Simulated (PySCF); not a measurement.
C3H5BN2O, SMILES CB(O)/C=N\C#N.

Geometry: PBE0-D3(BJ)/def2-SVP. The structure was generated by enumeration; whether it is a known compound was not checked. Other conformers were not sampled.

Two levels are set side by side: TDA-PBE/def2-SVPD (PySCF) and TDA-B3LYP/def2-SVPD (PySCF). Vertical, same geometry. The lowest singlet is HOMO→LUMO 100 % with PBE and HOMO→LUMO 99 % with the other functional; states are paired by order. Differences are taken from unrounded values.

```
quantity                               TDA-B3LYP
-------------------------------------  ---------
lowest singlet excitation (eV)              3.11
lowest triplet excitation (TDA) (eV)        2.56
first bright state (f over 0.05) (eV)       5.54
its oscillator strength                     0.25
```

Q: What does TDA-PBE give, and how far is it from TDA-B3LYP? (Estimate from the structure and the level; the computed values follow.)

A: 
```csv
quantity,TDA-PBE,TDA-PBE minus TDA-B3LYP
lowest singlet excitation (eV),2.81,-0.31
lowest triplet excitation (TDA) (eV),2.27,-0.29
first bright state (f over 0.05) (eV),5.24,-0.30
its oscillator strength,0.23,-0.02
```

Functionals without exact exchange tend to place singlet excitations lower, as here. Differences between two approximate levels are no errors against the true value.

Rough cost on one machine, each run with all the roots and properties that it gave: TDA-B3LYP against TDA-PBE about 2 times.
